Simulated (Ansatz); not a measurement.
Reaction (substitution at a C–O bond): `CC(C)[O][Sn][F]` + `[OH][InH][F]` → `CC(C)[O][InH][F]` + `[OH][Sn][F]`

Calculated with Ansatz (gas phase, PBE0-D4/def2-TZVP geometries, no zero-point term in ΔE). CBS: MP2 limit from def2 TZ/QZ plus the TZ coupled-cluster correction, frozen cores. DFT in def2-TZVPP. def2 core potentials past Kr. For In, Sn outer-core shells are correlated without core-valence functions, which leaves a few kJ/mol of doubt a bond. One conformer a species, not always the lowest.

Problem. Is it downhill or uphill in electronic energy at CCSD(T)/CBS, and by how much? (An estimate is asked.)

Solution. Computed: Uphill: ΔE = +0.10 eV.

Problem. What do these levels give: PBE0-D4, r2SCAN, MP2/def2-TZVPP, SCS-MP2/def2-TZVPP, CCSD/def2-TZVPP, HF/CBS(def2)? (An estimate is asked.)

Solution. The calculation gave: PBE0-D4 0.12, r2SCAN 0.09, MP2/def2-TZVPP 0.13, SCS-MP2/def2-TZVPP 0.13, CCSD/def2-TZVPP 0.12, HF/CBS(def2) 0.10 eV.

Largest T1 diagnostic among the species: 0.018.

The D4 term adds +0.04 eV with B3LYP and +0.02 eV with PBE0; it sums over pairs of atoms, weighted by their polarisabilities, and B3LYP, whose exchange is more repulsive, gets the larger term.

B3LYP here is the variant with VWN-RPA as its local correlation; programs differ in this.
